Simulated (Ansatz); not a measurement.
Calculated with Ansatz (gas phase, PBE0-D4/def2-TZVP geometries, no zero-point term in ΔE). CCSD(T)/CBS adds triple-zeta CCSD(T) − MP2 to the extrapolated MP2 energy (def2 sets, frozen cores). This one scheme is used for every species. DFT in def2-TZVPP. For Ge outer-core shells are correlated without core-valence functions, which leaves a few kJ/mol of doubt a bond. Scalar relativity is left out up to krypton. Each species was taken in one conformer, which may not be the lowest.

Reaction (formal exchange of groups at a Ge–O bond): `[OH][Ge]([F])([F])[F]` + SiH₄ → `[F][Ge]([F])([F])[SiH3]` + H₂O

`[OH][Ge]([F])([F])[F]`:

```xyz
6

O     0.165   -0.010    1.391
Ge   -0.105   -0.156   -0.310
F    -0.769   -1.686   -0.607
F    -1.177    1.025   -0.908
F     1.328   -0.001   -1.218
H     0.558    0.828    1.652
```

SiH₄:

```xyz
5

Si    0.000    0.000    0.000
H     0.607   -0.450    1.278
H    -1.421    0.365    0.229
H     0.075   -1.098   -0.997
H     0.739    1.183   -0.510
```

`[F][Ge]([F])([F])[SiH3]`:

Z-matrix (Å, degrees):
```
Ge
F 1 1.719
F 1 1.719 2 104.8
F 1 1.720 2 104.8 3 -110.0
Si 1 2.380 2 113.8 3 125.0
H 5 1.480 1 107.0 2 -59.9
H 5 1.480 1 107.0 2 60.1
H 5 1.480 1 107.0 2 -179.9
```

H₂O:

Cartesian coordinates in Å:
```
O 0.120 0.338 -0.152
H 0.474 -0.115 0.617
H -0.593 -0.223 -0.465
```

CCSD(T)/CBS gives +1.2 kcal/mol.

(1) Another level gave -0.1 kcal/mol. Which?
A. BLYP/def2-TZVPP
B. BHLYP-D4/def2-TZVPP
C. RPA@PBE/def2-TZVPP
D. revPBE-D4/def2-TZVPP

Largest T1 diagnostic among the species: 0.013.

Answers

(1) A. BLYP -0.1, RPA@PBE/def2-TZVPP 4.8, BHLYP-D4 2.5, revPBE-D4 -1.7 kcal/mol.

The D4 term adds −0.9 kcal/mol with B3LYP and −0.5 kcal/mol with PBE0; it sums over pairs of atoms, weighted by their polarisabilities, and B3LYP, whose exchange is more repulsive, gets the larger term. From PBE to PBE0 (25 % exact exchange), in def2-TZVPP and without D4, ΔE moves by +1.8 kcal/mol. In def2-TZVPP, CCSD(T) changes the Hartree–Fock value by −4.0 kcal/mol (the triples alone add −0.3 kcal/mol) and MP2 by −3.4 kcal/mol.

B3LYP here is the variant with VWN-RPA as its local correlation; programs differ in this.
